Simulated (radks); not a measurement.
The numbers below are computed, except where a source is named.
Task: All-electron atom: the copper ion Cu4+ in [Ar] 3d7. Level of theory: Dirac Kohn-Sham, PBEsol, spin-unpolarised, spherical densities, point nucleus; open shells are shared between the two j in proportion to 2j + 1; speed of light set to 411.108 atomic units (3 times the physical value, a model run) (a radial shooting solver on a logarithmic mesh with Libxc functionals). Some entries of the table are withheld. Estimate them.

orbital,occ.,eigenvalue (eV),<1/r> (bohr^-1)
1s1/2,2,-8820.882,28.56
2s1/2,2,-1113.921,(1)
2p1/2,2,(2),6.169
2p3/2,4,(3),6.154
3s1/2,2,-180.1536,2.000
3p1/2,2,(4),1.884
3p3/2,4,(5),1.880
3d3/2,2.8,-71.2950,1.600
3d5/2,4.2,-71.2547,1.599

Result: 
(1) 2s1/2 <1/r> (bohr^-1): 6.205
(2) 2p1/2 eigenvalue (eV): -985.6115
(3) 2p3/2 eigenvalue (eV): -983.3898
(4) 3p1/2 eigenvalue (eV): -139.8416
(5) 3p3/2 eigenvalue (eV): -139.5463
